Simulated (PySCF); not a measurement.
Molecule: `InChI=1S/C3H3F3O2/c4-3(5,6)1-2(7)8/h1H2,(H,7,8)`.

Cartesian coordinates in Å; atom numbers follow the order of the lines, from 1:
```xyz
11

O    -0.3524   -1.6692    1.5044
C    -0.1501   -1.1283    0.4533
O     0.5820   -1.6671   -0.5244
C    -0.7088    0.2215    0.0691
C     0.3376    1.2550   -0.2845
F    -0.2299    2.4583   -0.4038
F     1.2721    1.3396    0.6663
F     0.9527    0.9855   -1.4331
H     0.9106   -2.5172   -0.1916
H    -1.3718    0.1109   -0.8017
H    -1.2919    0.5978    0.9176
```

Geometry PBE0-D3(BJ)/def2-SVP throughout; GIAO in PySCF, gas phase, one conformer, non-relativistic; equivalent atoms averaged; basis pcSseg-1.

**Question.** How do the shifts δ (against H2O, TMS, CFCl3 at the same level) depend on the functional? (ppm; last column core-seconds on 1 thread of an Arm Neoverse V2, shared host; the GGAs took longer than the global hybrids here, which isn't the general rule, and the cause wasn't traced)

**Answer.** 
```
functional                    kind     O1     O3     C2     C5    C4  F6/F7/F8    H9  H10/H11  core-s
       PBE                     GGA  461.9  228.0  163.8  134.1  43.2     -91.2  5.78     2.84      18
      BLYP                     GGA  465.7  229.2  165.2  135.5  44.1     -90.4  5.73     2.82      18
      BP86                     GGA  457.6  225.7  164.1  134.3  43.5     -91.9  5.80     2.86      18
       KT3                     GGA  431.1  212.2  154.7  126.7  40.4     -93.6  5.65     2.79      19
     B97-D                     GGA  442.9  218.5  160.5  130.7  42.2     -88.8  5.82     2.85      19
      PBE0           global hybrid  465.8  216.0  167.8  128.8  42.3     -75.5  5.99     2.84      14
      WP04           global hybrid  451.2  209.8  169.3  133.8  43.3     -74.8  6.28     2.93      14
     B97-2           global hybrid  452.5  211.5  164.9  127.4  41.6     -76.5  5.96     2.83      13
   LC-wPBE  range-separated hybrid  463.0  209.2  172.6  130.9  43.6     -53.4  6.09     2.82      23
```

**Question.** Which nucleus moves most, in ppm?

**Answer.** F6/F7/F8 (fluorine of a CF3 group): from -93.6 ppm with KT3 to -53.4 ppm with LC-wPBE. The smallest spread is 0.14 ppm, at H10/H11. Proton shifts span only some 12 ppm, so a few tenths of a ppm matter as much there as several ppm in carbon.
